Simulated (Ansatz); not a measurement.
Spectroscopic constants of AlS, multiplicity 2 (the spin of the measured ground state).

D_e counts from the fitted minimum to each atom's lowest state at the same level, without counterpoise.

Frozen-core correlation.

Codes used: Ansatz (a program for electronic structure) with Gaussian orbitals. 

```tsv
level	bond energy D_e (kJ/mol)
PBE/def2-TZVPP	429.8
B3LYP/def2-TZVPP	395.6
PBE0/def2-TZVPP	408.2
BHLYP/def2-TZVPP	367.9
wB97X-V/def2-TZVPP	403.5
B2PLYP/def2-TZVPP	399.4
CCSD/def2-TZVPP	…
CCSD(T)/def2-TZVPP	…
CCSD(T)/aug-cc-pV(Q+d)Z	401.7
```

What belongs in the gaps?


- CCSD/def2-TZVPP, bond energy D_e (kJ/mol): 358.6
- CCSD(T)/def2-TZVPP, bond energy D_e (kJ/mol): 382.8
